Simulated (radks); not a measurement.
Species: Sm16+. Configuration: [Kr] 4d10.

Calculated with a radial shooting solver on a logarithmic mesh with Libxc functionals: Dirac Kohn-Sham, PBEsol, spin-unpolarised, spherical densities, finite nucleus; Fermi nuclear charge, rms radius 5.0819 fm.

Energy parts (eV):
| part | energy |
|---|---|
| total | -281640.23 |
| kinetic | 305493.86 |
| electron-nucleus | -673499.73 |
| Hartree | 92353.54 |
| exchange-correlation | -5987.90 |

Orbitals (lengths in bohr, moments of r in powers of bohr; r(90%) holds 90 % of the orbital's charge):
\begin{tabular}{lrrrrrrr}
orbital & occ. & eigenvalue (eV) & r(90%) & <r^2> & <r> & <r^4> & small-component weight \\ \hline
1s1/2 & 2 & -46960.01 & 0.0411 & 0.0007053 & 0.02275 & 1.319e-06 & 5.31e-02 \\
2s1/2 & 2 & -7966.882 & 0.150 & 0.01106 & 0.09654 & 0.0002118 & 1.17e-02 \\
2p1/2 & 2 & -7570.880 & 0.133 & 0.008054 & 0.08076 & 0.0001317 & 1.17e-02 \\
2p3/2 & 4 & -6968.571 & 0.142 & 0.009298 & 0.08739 & 0.0001698 & 1.09e-02 \\
3s1/2 & 2 & -2024.471 & 0.374 & 0.07409 & 0.2544 & 0.008297 & 3.66e-03 \\
3p1/2 & 2 & -1854.022 & 0.367 & 0.06924 & 0.2441 & 0.007590 & 3.60e-03 \\
3p3/2 & 4 & -1731.856 & 0.384 & 0.07638 & 0.2567 & 0.009170 & 3.38e-03 \\
3d3/2 & 4 & -1435.747 & 0.357 & 0.06141 & 0.2284 & 0.006735 & 3.26e-03 \\
3d5/2 & 6 & -1409.241 & 0.362 & 0.06341 & 0.2323 & 0.007141 & 3.19e-03 \\
4s1/2 & 2 & -668.9477 & 0.805 & 0.3577 & 0.5637 & 0.1825 & 1.23e-03 \\
4p1/2 & 2 & -602.3582 & 0.827 & 0.3718 & 0.5727 & 0.2012 & 1.17e-03 \\
4p3/2 & 4 & -573.0945 & 0.861 & 0.4038 & 0.5972 & 0.2365 & 1.10e-03 \\
4d3/2 & 4 & -462.2232 & 0.911 & 0.4365 & 0.6168 & 0.2907 & 9.66e-04 \\
4d5/2 & 6 & -456.5932 & 0.921 & 0.4470 & 0.6243 & 0.3043 & 9.48e-04 \\
\end{tabular}

The highest occupied level is 4d5/2 at -456.59 eV. Summed over all electrons, <r^2> = 8.797 bohr^2, which gives a Langevin (diamagnetic) susceptibility term of -6.97 x 10^-6 cm^3/mol. For comparison, the ionisation energy in NIST's Atomic Spectra Database is 474 eV (theoretical). In exact Kohn-Sham theory the highest level is minus the ionisation energy, but local and semilocal functionals leave it too shallow, through self-interaction and a potential that decays too fast; potentials with the right tail come closer. The electron density at the nucleus is 5.321e+05 e/bohr^3. The density falls to 0.001 e/bohr^3 at r = 1.66 bohr.
